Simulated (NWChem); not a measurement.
System: C$_{2}$H$_{4}$OS; SMILES C(S)C=O

NWChem input:

```
start job
memory heap 200 mb stack 900 mb global 1100 mb
geometry units angstroms noautosym nocenter noautoz
  O     -0.394336     2.120983    -0.134618
  C     -0.230362     1.031593     0.338604
  C      0.859514     0.078115    -0.086036
  S      0.179608    -1.545274    -0.550905
  H     -0.905109     0.634205     1.142713
  H      1.604808    -0.036190     0.717810
  H      1.365901     0.487495    -0.971805
  H     -0.041095    -1.991096     0.704981
end
basis spherical
  O library def2-svp
  C library def2-svp
  S library def2-svp
  H library def2-svp
end
dft
  xc b3lyp
  iterations 150
  mulliken
end
task dft energy
esp
  recalculate
  probe 0.07
  range 0.3
  factor 1.0
  spacing 0.02
end
task esp
```

All runs use the structure optimised with PBE0/def2-SVP. B3LYP is NWChem's, with the RPA form of VWN correlation.

Atomic charges in e: unrestrained fits to the electrostatic potential beside Mulliken populations; buried atoms are poorly determined by the fit.

Atoms are numbered as in the input.

Q: Predict the main results of this run. (B3LYP/def2-SVP.) Quantities: ESP O1; Mulliken O1; ESP C2; Mulliken C2; ESP C3; Mulliken C3; ESP S4; Mulliken S4; relative RMS misfit of the potential (%).

A: The ESP O1 is -0.44 and the Mulliken O1 is -0.19. The ESP C2 is 0.45 and the Mulliken C2 is 0.15. The ESP C3 is 0.06, the Mulliken C3 is -0.09 and the ESP S4 is -0.29. The Mulliken S4 is -0.06. The relative RMS misfit of the potential (%) is 29.
